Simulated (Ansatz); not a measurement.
BH7O2Si2. The species carries charge 0 and has multiplicity 1. The bonds changed during the relaxation, so this is another structure than the one it started from.

```json
{"atom": "B1", "x (Å)": "1.104", "y (Å)": "0.116", "z (Å)": "0.649"}
{"atom": "Si2", "x (Å)": "0.847", "y (Å)": "1.415", "z (Å)": "-0.683"}
{"atom": "O3", "x (Å)": "-0.342", "y (Å)": "1.303", "z (Å)": "-1.773"}
{"atom": "Si4", "x (Å)": "-0.525", "y (Å)": "-0.970", "z (Å)": "0.958"}
{"atom": "O5", "x (Å)": "-1.573", "y (Å)": "-0.656", "z (Å)": "-0.336"}
{"atom": "H6", "x (Å)": "1.689", "y (Å)": "-0.303", "z (Å)": "-0.410"}
{"atom": "H7", "x (Å)": "1.927", "y (Å)": "0.316", "z (Å)": "1.492"}
{"atom": "H8", "x (Å)": "1.831", "y (Å)": "2.361", "z (Å)": "-1.273"}
{"atom": "H9", "x (Å)": "-1.013", "y (Å)": "0.650", "z (Å)": "-1.479"}
{"atom": "H10", "x (Å)": "-1.236", "y (Å)": "-0.610", "z (Å)": "2.221"}
{"atom": "H11", "x (Å)": "-0.329", "y (Å)": "-2.450", "z (Å)": "1.007"}
{"atom": "H12", "x (Å)": "-2.379", "y (Å)": "-1.173", "z (Å)": "-0.374"}
```

Question: List the harmonic frequencies (cm⁻¹, unscaled) at PBE0-D4/def2-TZVP in Ansatz. (Best estimate.)

Answer: Computed: 83, 179, 192, 231, 247, 326, 399, 476, 571, 601, 659, 722, 754, 782, 796, 824, 855, 912, 964, 986, 1001, 1074, 1129, 2106, 2175, 2183, 2221, 2626, 3519, 3913.

Question: Is this a minimum?

Answer: Yes, all 30 modes are real.

Question: Give the ideal-gas thermochemistry at 298.15 K and 1 bar (rigid rotor, harmonic oscillator; point group C1, symmetry number 1).

Answer: Zero-point energy 200.4 kJ/mol; H(298) − E = 223.6 kJ/mol; entropy 357.3 J/(mol·K), of which translation 167.0, rotation 114.4, vibration 75.9; G(298) − E = 117.1 kJ/mol. Modes under 100 cm⁻¹ are hindered rotations or soft bends, so the harmonic entropy is rough.

Question: And at 400, 500, 600, 800 and 1000 K?

Answer: 
```tsv
T (K)	H − E (kJ/mol)	S (J/mol/K)	G − E (kJ/mol)
400	238.3	399.4	78.5
500	255.0	436.7	36.7
600	273.5	470.4	-8.7
800	314.4	529.0	-108.8
1000	358.9	578.6	-219.7
```
